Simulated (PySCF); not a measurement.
PySCF 2.14 output of an unrestricted PBE0 calculation on a single atom or ion in aug-cc-pVTZ-DK, with scalar relativity by spin-free X2C-1e:

```
SCF conv_tol = 1e-09
number electrons alpha = 11  beta = 9
    C. Adamo and V. Barone.,  J. Chem. Phys. 110, 6158 (1999)
    M. Ernzerhof and G. E. Scuseria.,  J. Chem. Phys. 110, 5029 (1999)
cycle= 1 E= -763.7521146835  delta_E= -0.00403  |g|= 0.011  |ddm|= 1.46
cycle= 2 E= -763.752142334067  delta_E= -2.77e-05  |g|= 0.00954  |ddm|= 0.13
cycle= 3 E= -763.752173134057  delta_E= -3.08e-05  |g|= 0.000384  |ddm|= 0.0675
cycle= 4 E= -763.752173221539  delta_E= -8.75e-08  |g|= 5.35e-05  |ddm|= 0.00566
cycle= 5 E= -763.752173228491  delta_E= -6.95e-09  |g|= 2.01e-05  |ddm|= 0.000806
cycle= 6 E= -763.752173240729  delta_E= -1.22e-08  |g|= 3.08e-05  |ddm|= 0.00046
cycle= 7 E= -763.752173219851  delta_E= 2.09e-08  |g|= 6.07e-07  |ddm|= 0.00127
cycle= 8 E= -763.752173219849  delta_E= 2.84e-12  |g|= 1.15e-07  |ddm|= 1.48e-05
converged SCF energy = -763.752173219849  <S^2> = 2.000705  2S+1 = 3.00047
```

The run itself started from symmetry-adapted Hartree-Fock orbitals and held the occupation by maximum overlap, on a logarithmic radial grid, so the iterations belong to that start.

**Question.** Which element, charge and spin multiplicity is this?

**Answer.** Sc+ (scandium, charge +1), multiplicity 3; the state was [Ar] 3d2, high-spin 3F determinant (an excited configuration).
